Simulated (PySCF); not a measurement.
## ZnN⁺ from Hartree–Fock to correlated methods

State: ³Σ⁻ (triplet), unpaired electrons π ↑↑. Set-up: Zn def2-TZVPPD, N def2-TZVPPD; no relativity (PySCF 2.14). De refers to Zn⁺ + N in their high-spin ground configurations, without counterpoise correction. The functionals are run spin-unrestricted. A positive dipole points towards N; it is taken about the centre of mass and depends on that origin. Levels whose curve was spin-contaminated or gave no clean fit are not listed.

```json
{"Level": "ROHF", "Re (Å)": "1.934", "ωe (cm⁻¹)": "571", "De (eV)": "-1.11", "μ (D)": "-4.60"}
{"Level": "ROHF-MP2", "Re (Å)": "1.914", "ωe (cm⁻¹)": "550", "De (eV)": "0.57", "μ (D)": "n/a"}
{"Level": "ROHF-SCS-MP2", "Re (Å)": "1.933", "ωe (cm⁻¹)": "529", "De (eV)": "0.65", "μ (D)": "n/a"}
{"Level": "ROHF-CCSD", "Re (Å)": "1.980", "ωe (cm⁻¹)": "446", "De (eV)": "0.66", "μ (D)": "n/a"}
{"Level": "ROHF-CCSD(T)", "Re (Å)": "1.991", "ωe (cm⁻¹)": "432", "De (eV)": "0.90", "μ (D)": "n/a"}
{"Level": "PBE", "Re (Å)": "1.940", "ωe (cm⁻¹)": "494", "De (eV)": "1.58", "μ (D)": "-2.20"}
{"Level": "revPBE", "Re (Å)": "1.957", "ωe (cm⁻¹)": "477", "De (eV)": "1.39", "μ (D)": "-2.23"}
{"Level": "TPSS", "Re (Å)": "1.934", "ωe (cm⁻¹)": "506", "De (eV)": "1.45", "μ (D)": "-2.46"}
```

Problem. Which functional lies closest to ROHF-CCSD(T) in De, which farthest, and by how much do they differ from it?

Solution. Closest is revPBE (-3.4 pm in Re, +10.4 % in ωe, +0.49 eV in De against ROHF-CCSD(T) in the same basis), farthest PBE (-5.1 pm in Re, +14.4 % in ωe, +0.68 eV in De). CCSD(T) converges more slowly with the basis than the functionals do and binds too weakly in this one, so the order can change at the basis-set limit.

Problem. What does second-order correlation do here, going from ROHF to ROHF-MP2?

Solution. ROHF-MP2 less ROHF: -2.0 pm in Re, -3.7 % in ωe, +1.68 eV in De. Correlation nearly always deepens the well. The bond shortens, as in weak, metallic or heavy-atom bonds, where dispersion and the correlation of outer-core electrons pull the atoms together.

Problem. What does the triples do here, going from ROHF-CCSD to ROHF-CCSD(T)?

Solution. ROHF-CCSD(T) less ROHF-CCSD: +1.1 pm in Re, -3.1 % in ωe, +0.24 eV in De. Correlation nearly always deepens the well. The bond lengthens, as in strong covalent bonds, where excitations into antibonding orbitals dominate.

Correlated steps freeze 6 core orbitals. For an ion De counts to the pair picked by the measured ionisation energies or electron affinities, which need not be the lowest pair at this level. The CCSD T1 diagnostic is raised, a sign that a single reference may not be enough here. UHF is strongly spin-contaminated for ZnN⁺, so the ROHF reference used there is far from stable. A negative De means that the minimum lies above the separated atoms at that level. The state was picked by a PBE0 search and need not be the measured ground state.

The whole job (state search and all levels along the bond) took about 32 min on 2 threads of Arm Neoverse V2 (shared host), peak memory 5.4 GiB.
